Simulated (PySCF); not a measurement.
Compound: C4H8FNS.
Structure used (GFN2-xTB), in Å, numbered top down from 1:
```xyz
15
C4H8FNS angstrom
C      2.231   -0.030    0.075
C      0.819   -0.584   -0.054
C     -0.232    0.472    0.292
F     -0.184    1.493   -0.644
C     -1.620   -0.119    0.325
N     -2.456    0.243   -0.652
S     -2.038   -1.181    1.499
H      2.356    0.840   -0.566
H      2.435    0.263    1.102
H      2.956   -0.784   -0.219
H      0.641   -0.923   -1.077
H      0.675   -1.429    0.619
H     -0.004    0.932    1.261
H     -3.394   -0.122   -0.649
H     -2.190    0.937   -1.333
```

Level of theory: TDDFT PBE0/def2-SVPD, vertical, gas phase, core orbitals frozen in the response (PySCF 2.14.0, density-fitted response routines).

Kohn–Sham orbitals with the atoms that hold most of them (Löwdin shares over 4%, at most four atoms; ? is withheld):

```
orbital  ε (eV)                             atoms
 HOMO-3  -10.03    S7 17%, C5 14%, C2 14%, C1 13%
 HOMO-2   -9.71     C2 19%, C3 19%, F4 17%, N6 9%
 HOMO-1   -6.96            S7 56%, N6 20%, C5 18%
   HOMO       ?                                 ?
   LUMO   -1.17                                 ?
 LUMO+1    0.43  S7 20%, H14 14%, H15 12%, N6 11%
 LUMO+2    1.02   C1 23%, S7 18%, H9 10%, H10 10%
```

Give the leading atoms of the HOMO.

S7 (bonded to C) 75%; C5 (bonded to C, N and S) 13%.

Which atoms hold the LUMO, and with what shares?

C5 (bonded to C, N and S) 37%; S7 (bonded to C) 30%; N6 (bonded to C and 2 H) 17%; C3 (bonded to 2 C, F and H) 5%. By element: carbon 42% or more, sulfur 30%, nitrogen 17%.

What is the HOMO energy, and the HOMO–LUMO gap?

ε(HOMO) = -6.39 eV; the gap is 5.22 eV (0.1917 hartree).

How does S1 compare with the orbital gap of 5.22 eV?

S1 is at 3.51 eV (f = 0.0000), 1.71 eV below the gap, made of HOMO→LUMO (100%). 

One configuration dominates each of S1, S2, S3 and S4. Which, and how do the shares of the two leading atoms of either orbital change from the occupied to the empty one?

- S1 (3.51 eV, f 0.0000), HOMO→LUMO (100%): S7 75% → 30%, C5 13% → 37%; low, almost dark, from the terminal sulfur into the C=S bond, the pattern of n→π*
- S2 (5.13 eV, f 0.145), HOMO-1→LUMO (86%): S7 56% → 30%, N6 20% → 17%, C5 18% → 37%
- S3 (5.87 eV, f 0.111), HOMO→LUMO+1 (87%): S7 75% → 20%, C5 13% → at most 12%, H14 at most 4% → 14%
- S4 (6.23 eV, f 0.0029), HOMO-1→LUMO+1 (96%): S7 56% → 20%, N6 20% → 11%, H14 at most 4% → 14%

On one thread of an x86-64 server, no GPU (shared host), this took 21 s of wall time.

One conformer stands for the species.
